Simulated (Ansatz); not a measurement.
## Molecular dynamics of C$_{2}$H$_{8}$AlNO

input.yaml

```yaml
crystal:
  periodic: [false, false, false]
  atoms:
    - { symbol: C, position_ang: [-1.512697, -1.26015, -0.762682] }
    - { symbol: O, position_ang: [-1.130306, -0.380149, 0.324007] }
    - { symbol: C, position_ang: [0.258602, -0.227774, 0.516813] }
    - { symbol: "N", position_ang: [0.874624, 0.769542, -0.506475] }
    - { symbol: Al, position_ang: [1.076829, 1.283775, 1.479755] }
    - { symbol: H, position_ang: [-1.172753, -0.874304, -1.731538] }
    - { symbol: H, position_ang: [-1.098746, -2.264173, -0.611598] }
    - { symbol: H, position_ang: [-2.600437, -1.30606, -0.753186] }
    - { symbol: H, position_ang: [0.800926, -1.174692, 0.421147] }
    - { symbol: H, position_ang: [1.585188, 0.426656, -1.143802] }
    - { symbol: H, position_ang: [0.168275, 1.322478, -0.98528] }
    - { symbol: H, position_ang: [0.197234, 2.583887, 1.767499] }
    - { symbol: H, position_ang: [2.573761, 1.066265, 2.00014] }
basis:
  gaussian: { orbitals: "6-31G" }
hamiltonian:
  xc: cam_b3lyp
  dispersion: d4
md:
  timestep: 0.5
  n_steps: 150
  ensemble: nvt_langevin
  temperature: 700.0
  initial_velocities: maxwell_boltzmann
  seed: 878268
  friction: 0.005
scf:
  lower_state_search: "off"
```

Command:

```bash
$ ansatz run input.yaml --threads 1 --pin off --max-ram 2048MiB --backend cpu --events-out ev --progress --plain --runs-dir out
```

It starts from a relaxed structure.

Output, in part (step lines, the closing report, with atoms numbered from 0):

```
md step     0: t =     0.00 fs  T =   646.2 K  F+E_penalty+E_count = -12332.25560700 eV  E_kin = 1.085784 eV  (14 SCF iters)
[... lines left out ...]
Total energy: -12331.70834383 eV, -453.1819229038 hartree
Atom 0 at    -1.531354    -1.269201    -0.294568 Å, force    -0.031858    -0.139615    -0.077521 eV/Å
Atom 1 at    -0.778568    -0.582299     0.728037 Å, force    -1.795700     0.424997     0.970187 eV/Å
Atom 2 at     0.533136    -0.294919     0.523491 Å, force     2.058093     1.036847    -0.477984 eV/Å
Atom 3 at     0.751778     0.865744    -0.663939 Å, force     3.244803    -2.552705     2.499159 eV/Å
Atom 4 at     1.427692     1.320972     1.302420 Å, force    -0.965520    -0.665582    -0.936962 eV/Å
Atom 5 at    -1.809749    -0.573290    -1.111402 Å, force     0.305026    -0.498400     0.175649 eV/Å
Atom 6 at    -0.851255    -2.054538    -0.572295 Å, force     0.006186    -0.692527    -1.165628 eV/Å
Atom 7 at    -2.454983    -1.745242     0.091709 Å, force     0.586420     0.615824     0.285809 eV/Å
Atom 8 at     1.233934    -1.152358     0.313291 Å, force    -0.904437     0.552870    -0.441997 eV/Å
Atom 9 at     1.413320     0.622910    -1.393972 Å, force    -0.366463     0.092886    -0.129502 eV/Å
Atom 10 at    -0.052975     1.310096    -0.924860 Å, force    -2.621418     1.406071    -1.057114 eV/Å
Atom 11 at     0.459166     2.447782     1.795238 Å, force    -0.130020     0.365896     0.266953 eV/Å
Atom 12 at     2.978326     1.218078     1.366280 Å, force     0.614888     0.053436     0.088951 eV/Å
Dipole moment:    -0.145411    -0.331736    -0.732386 e Å
```

The steps, from the saved trajectory:

| time (fs) | T (K) | potential energy less start (eV) |
| --- | --- | --- |
| 0 | 646 | 0.000 |
| 2.5 | 411 | 0.383 |
| 5 | 347 | 0.516 |
| 7.5 | 243 | 0.694 |
| 10 | 430 | 0.361 |
| 12.5 | 397 | 0.481 |
| 15 | 448 | 0.349 |
| 17.5 | 298 | 0.553 |
| 20 | 380 | 0.478 |
| 22.5 | 351 | 0.586 |
| 25 | 390 | 0.576 |
| 27.5 | 352 | 0.596 |
| 30 | 472 | 0.478 |
| 32.5 | 511 | 0.430 |
| 35 | 416 | 0.569 |
| 37.5 | 350 | 0.695 |
| 40 | 399 | 0.618 |
| 42.5 | 645 | 0.270 |
| 45 | 512 | 0.497 |
| 47.5 | 442 | 0.700 |
| 50 | 293 | 0.926 |
| 52.5 | 538 | 0.538 |
| 55 | 560 | 0.532 |
| 57.5 | 504 | 0.645 |
| 60 | 335 | 0.973 |
| 62.5 | 508 | 0.643 |
| 65 | 536 | 0.602 |
| 67.5 | 498 | 0.639 |
| 70 | 413 | 0.775 |
| 72.5 | 529 | 0.549 |
| 75 | 555 | 0.547 |

The run went to its last step. The mean temperature of the second half is 31 % below the set value. A run of 0.075 ps of so small a system gives no equilibrium averages. Limits of this set-up: no polarisation functions.

The same pairs are bonded in the first frame and the last. Pairs count as bonded within 1.25 times the sum of covalent radii (0.12 Å more for H–H).

Last frame:

```xyz
13
Properties=species:S:1:pos:R:3
C -1.531 -1.269 -0.295
O -0.779 -0.582 0.728
C 0.533 -0.295 0.523
N 0.752 0.866 -0.664
Al 1.428 1.321 1.302
H -1.810 -0.573 -1.111
H -0.851 -2.054 -0.572
H -2.455 -1.745 0.092
H 1.234 -1.152 0.313
H 1.413 0.623 -1.394
H -0.053 1.310 -0.925
H 0.459 2.448 1.795
H 2.978 1.218 1.366
```

Time of the run: 7.4 min on 1 thread of Arm Neoverse V2, on a shared host, peak memory 0.14 GiB.
